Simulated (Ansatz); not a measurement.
The same path of CH$_{4}$ClGa (7 atoms, charge 0, multiplicity 1) was run twice with different band settings. Lost on the way: Ga1–H2, Ga1–Cl3. Made: H2–Cl3.

Level of theory: RKS r2SCANh-D4/def2-SVP (Ansatz).

Relaxed end points:

```xyz
7
Properties=species:S:1:pos:R:3
Ga 0.079 -0.001 0.323
H 0.118 -0.013 1.878
Cl 2.035 0.012 -0.601
C -1.450 0.002 -0.881
H -2.053 -0.905 -0.722
H -2.098 0.864 -0.667
H -1.135 0.041 -1.931
```

```xyz
7
Properties=species:S:1:pos:R:3
Ga -0.814 0.003 0.869
H 1.506 0.000 1.118
Cl 2.354 -0.006 0.112
C -1.749 0.001 -0.910
H -2.350 -0.914 -1.045
H -2.430 0.863 -1.007
H -1.022 0.052 -1.737
```

Common settings: movable images 5; climbing image yes; spring 5.0 eV/Å²; optimiser quadratic models (default); force threshold 0.05 eV/Å; iteration limit 60; end points relaxed.

| run | start path |
| --- | --- |
| 1 | through a guess of the saddle point |
| 2 | straight line |

(1) What does each run give, and how far can it be trusted?

## Answers

(1) Run 1: converged after 9 iterations, highest image 2.358 eV above the first end. A vibrational analysis at the climbing image gives 2 clearly imaginary modes (752i, 60i cm⁻¹): a point of higher order, so a lower path passes nearby.
Run 2: converged after 6 iterations, highest image 2.358 eV above the first end. Another band between the same ends (5 images) ends at a top of the same energy, where a vibrational analysis finds 2 clearly imaginary modes.
The orbitals stay closed-shell, which can raise the energy where a bond breaks towards radicals; this wasn't checked here.
